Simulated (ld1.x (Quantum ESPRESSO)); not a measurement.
**Mg ultrasoft: all-electron and pseudo phase curves**

* Element: magnesium (Mg)
* Generator: ld1.x (Quantum ESPRESSO) 7.5
* Type: ultrasoft
* Functional: PBE
* Relativity: scalar-relativistic
* Frozen core: [He] 2s2
* Valence charge: 8
* Reference configuration: 2p6 3s0.5 3p0 (charge +1.5)
* Partial waves: 3s (bound): rcut 1.85, rcutus 2.35 bohr; 3s channel at 2.15 Ry: rcut 1.85, rcutus 2.35 bohr; 2p (bound): rcut 1.05, rcutus 1.25 bohr; 3p (bound, empty): rcut 1.05, rcutus 1.25 bohr
* Local potential: all-electron potential smoothed inside 1.55 bohr (lloc = -1)
* Core correction: Bessel-smoothed model core, default radius (core density twice the valence density)
* Augmentation charge: PSQ, radius 1.10 bohr

The phase is arctan(r·u′/u) with u = r·R(r), unwrapped; energies in Ry, scanned from -6 to 5 Ry. A pole is an energy at which the radial function vanishes at the test radius. The pseudo phase is shifted by a multiple of π to meet the all-electron one at the reference energy, and phase errors are pseudo minus all-electron; the curves can meet again beyond the range given. Levels narrower than the energy grid can be missing from the lists of poles.

Task: For each channel, where are the poles, and over which energies does the pseudopotential scatter like the atom?

Result:

```csv
channel,radius (bohr),reference energy (Ry),"poles, all-electron","poles, pseudo",unbroken range about the reference energy with phases within 0.05 rad,phase error 1 Ry above the reference energy (rad)
s,2.54,-1.10,0.63,0.63,below 3.6,-0.001
p,2.54,-0.75,"-4.46, 1.38","-4.46, 1.38",the whole range,+0.000
```

Phases in the p channel:

| E (Ry) | all-electron | pseudo |
| --- | --- | --- |
| -6.00 | 1.389 | 1.389 |
| -5.48 | 1.377 | 1.377 |
| -4.96 | 1.359 | 1.359 |
| -4.44 | -1.695 | -1.695 |
| -3.92 | -1.799 | -1.799 |
| -3.40 | -1.829 | -1.829 |
| -2.88 | -1.867 | -1.867 |
| -2.36 | -1.922 | -1.922 |
| -1.84 | -2.015 | -2.015 |
| -1.32 | -2.214 | -2.214 |
| -0.80 | -2.809 | -2.809 |
| -0.28 | -3.956 | -3.956 |
| 0.24 | -4.429 | -4.429 |
| 0.76 | -4.604 | -4.604 |
| 1.28 | -4.698 | -4.698 |
| 1.80 | -4.765 | -4.765 |
| 2.32 | -4.825 | -4.825 |
| 2.84 | -4.893 | -4.892 |
| 3.36 | -4.989 | -4.988 |
| 3.88 | -5.173 | -5.167 |
| 4.40 | -5.699 | -5.674 |
| 4.92 | -6.899 | -6.865 |
